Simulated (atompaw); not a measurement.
## Pseudopotential generation for Nd (Z = 60): PAW (atompaw), PBE, scalar-relativistic.

Input for atompaw 4.2.0.5:

```
Nd 60
GGA-PBE scalarrelativistic loggrid 2001 logderivrange -5 5 251
6 6 5 4 0 0
6 1 0
5 2 0.5
4 3 3.5
0 0 0
c
c
c
c
v
v
c
c
c
v
v
c
c
v
v
3
3.00 2.50 2.55 1.95
n
n
y
1.3
n
y
1.55
n
custom polynom gramschmidtortho sinc
bessel
2.30
2.75
1.90
3.00
2.50
3.00
1.90
1.90
PWSCFOUT
UPFDX 0.0125d0 UPFXMIN -7.d0 UPFZMESH 60.d0
END
```

Command:

```bash
atompaw < Nd.input > Nd.log
```

Resulting log (summary file):

```
Completed calculations for Nd (AE)

 Exchange-correlation type: GGA, Perdew-Burke-Ernzerhof

 Radial integration grid is logarithmic
 r0 =   1.1230283E-04 h =   6.7381698E-03   n =      2001 rmax =   8.0000000E+01

 Scalar relativistic calculation

 AEatom converged in  45 iterations
   nz     =  60.00
   delta  =       2.249420226686E-15

 All Electron Orbital energies:
  n  l      occupancy      energy
  1  0      2.0000000E+00 -3.1903243E+03
  2  0      2.0000000E+00 -5.1620166E+02
  3  0      2.0000000E+00 -1.1219673E+02
  4  0      2.0000000E+00 -2.2500267E+01
  5  0      2.0000000E+00 -3.0902731E+00
  6  0      2.0000000E+00 -2.7202554E-01
  2  1      6.0000000E+00 -4.6145017E+02
  3  1      6.0000000E+00 -9.4932601E+01
  4  1      6.0000000E+00 -1.6841798E+01
  5  1      6.0000000E+00 -1.7170528E+00
  6  1      0.0000000E+00 -9.5406832E-02
  3  2      1.0000000E+01 -7.0990905E+01
  4  2      1.0000000E+01 -8.7986275E+00
  5  2      5.0000000E-01 -1.7739066E-01
  4  3      3.5000000E+00 -3.0572159E-01

 Total energy
   Total                    :   -19247.93955684158209

 ---
 Completed calculations for Nd (SC)

 Exchange-correlation type: GGA, Perdew-Burke-Ernzerhof

 Radial integration grid is logarithmic
 r0 =   1.1230283E-04 h =   6.7381698E-03   n =      2001 rmax =   8.0000000E+01

 Scalar relativistic calculation

 SCatom converged in   4 iterations
   nz     =  60.00
   delta  =       1.303395059403E-15

 Valence Electron Orbital energies:
  n  l      occupancy      energy
   5  0      2.0000000E+00 -3.0902731E+00
   6  0      2.0000000E+00 -2.7202554E-01
   5  1      6.0000000E+00 -1.7170528E+00
   6  1      0.0000000E+00 -9.5406832E-02
   5  2      5.0000000E-01 -1.7739066E-01
   4  3      3.5000000E+00 -3.0572159E-01

 Total energy
   Total                    :   -19247.93955684321190
   Valence                  :     -536.91131834327359

 PAW parameters:
       lmax =            3
         rc =    3.0056744871783279
        irc =         1514
   rc_shape =    2.5056895315827905
    rc_vloc =    2.5568585216991089
    rc_core =    1.9527506863842428
   Vloc: truncated form - Vps(r)=A.sin(qr)/r for r<rc
   Projector type: polynomial pseudization + Gram-Schmidt ortho.
   Sinc^2 compensation charge shape zeroed at   2.5057E+00

 Number of basis functions     8
 No.   n  nodes  l      Energy         Cp coeff         Occ
  1    5    4    0   -0.3090273E+01  0.1000000E+01  0.2000000E+01
  2    6    5    0   -0.2720255E+00 -0.2624509E+01  0.2000000E+01
  3    5    3    1   -0.1717053E+01  0.1000000E+01  0.6000000E+01
  4    6    4    1   -0.9540683E-01 -0.1244949E+01  0.0000000E+00
  5    5    2    2   -0.1773907E+00  0.1000000E+01  0.5000000E+00
  6  999    3    2    0.1300000E+01 -0.3408561E+00  0.0000000E+00
  7    4    0    3   -0.3057216E+00  0.1000000E+01  0.3500000E+01
  8  999    1    3    0.1550000E+01  0.2148524E+01  0.0000000E+00

 Eigenvalues of overlap operator (in the basis of projectors):
    1        4.50902137E-01
    2        6.24255633E-01
    3        7.96834432E-01
    4        4.06847235E+00
    5        1.77296813E+01
    6        7.73498420E+01
    7        2.88996149E+02
    8        8.70672251E+02

 Orbital leakage outside PAW augmentation regions
   orb  is_core?  %out_of_sphere
   1 0    T           0.00
   2 0    T           0.00
   3 0    T           0.00
   4 0    T           0.00
   5 0    F           0.68
   6 0    F          82.29
   2 1    T           0.00
   3 1    T           0.00
   4 1    T           0.00
   5 1    F           3.28
   6 1    F          94.99
   3 2    T           0.00
   4 2    T           0.00
   5 2    F          43.23
   4 3    F           1.60

 Summary of PAW energies
   Total valence energy     :   -536.91131632892439
   Smooth energy            :     41.54229403861018
   One center               :   -578.45361036753457
   Smooth kinetic           :     26.87871211159365
   Vloc energy              :     19.27358799101412
   Smooth exch-corr         :    -12.44242892067521
   One-center xc            :   -431.50105890274631
```

The run took about 14 s on one core of a shared server CPU.
